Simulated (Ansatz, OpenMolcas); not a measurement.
# How basis sets differ on CH4AlNO (SMILES C1[NH][AlH][O]1)

CH4AlNO: 8 atoms, total charge 0, spin state singlet. As SMILES, `C1[NH][AlH][O]1`. Geometry: relaxed at PBE0-D4/def2-TZVP.

```
atom    x (Å)    y (Å)    z (Å)
   C  -0.2540   0.7620  -0.4400
   N   0.5769   0.2531   0.6547
  Al   0.0361  -1.3595   0.2091
   O  -0.8205  -0.4291  -0.9750
   H   0.3324   1.2769  -1.2135
   H  -1.0525   1.4310  -0.0907
   H   1.1077   0.8870   1.2215
   H   0.1660  -2.8786   0.5780
```

Each level gives the HOMO–LUMO gap (eV). The values are calculated.

| level | kind | program | value (eV) |
| --- | --- | --- | --- |
| HF/STO-3G | Hartree–Fock | Ansatz | 16.85 |
| HF/3-21G | Hartree–Fock | Ansatz | 12.38 |
| HF/def2-SVP | Hartree–Fock | Ansatz | 12.64 |
| HF/6-31+G* (spherical functions) | Hartree–Fock | Ansatz | 11.45 |
| HF/def2-SVPD | Hartree–Fock | OpenMolcas | 11.71 |
| HF/aug-cc-pVDZ | Hartree–Fock | Ansatz | 10.77 |

The values span 10.77 to 16.85 eV. A Hartree–Fock LUMO above zero doesn't converge with the basis: it sinks as sets grow more diffuse. Orbital gaps aren't excitation energies.
